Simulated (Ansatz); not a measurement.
Ansatz (a program for electronic structure) input (BHLYP/def2-TZVPD):

Ansatz 0.2 input:
```yaml
crystal:
  periodic: [false, false, false]
  atoms:
    - {symbol: In, position_ang: [0.00000000, 0.00000000, 0.00000000]}
    - {symbol: Cl, position_ang: [-0.00000000, -0.00000000, -2.22420788]}
    - {symbol: Cl, position_ang: [0.00000000, 0.00000000, 2.22420788]}
basis:
  gaussian:
    orbitals: def2-TZVPD
hamiltonian:
  xc: {name: BHLYP}
total_charge: 1
output: {forces: true}
```

Output:

```
Functional definition: BHLYP
integrals: 0.08 GiB planned
1212 factors; their error is unknown
mean field: 0.68 GiB planned
mean field evaluation 1: about -30208.0322 eV, gradient 3.9e1 eV
mean field evaluation 2: about -30207.2851 eV, gradient 4.5e1 eV
mean field evaluation 4: about -30211.9029 eV, gradient 8.8e-1 eV
mean field evaluation 8: about -30212.1052 eV, gradient 2.9e-1 eV
mean field evaluation 16: about -30212.1052 eV, gradient 2.0e-5 eV
mean field -30212.10522598 eV, -1110.2743885545 hartree, gradient 2.0e-5 eV, S^2 0.000000; 0 other end points of the search recorded, 0 dependent functions left out
the calculation of the forces begins
reference -30212.10539067 eV, -1110.2743946066 hartree; 27, 27 occupied and 121, 121 virtual orbitals, 1212 factors
Total energy: -30212.10539067 eV, -1110.2743946066 hartree
Atom 0 at     0.000000     0.000000     0.000000 Å, force     0.000000    -0.000000    -0.000000 eV/Å
Atom 1 at    -0.000000    -0.000000    -2.224208 Å, force    -0.000000     0.000000     0.333718 eV/Å
Atom 2 at     0.000000     0.000000     2.224208 Å, force    -0.000000     0.000000    -0.333718 eV/Å
Dipole moment:     0.000000     0.000000    -0.000000 e Å
```
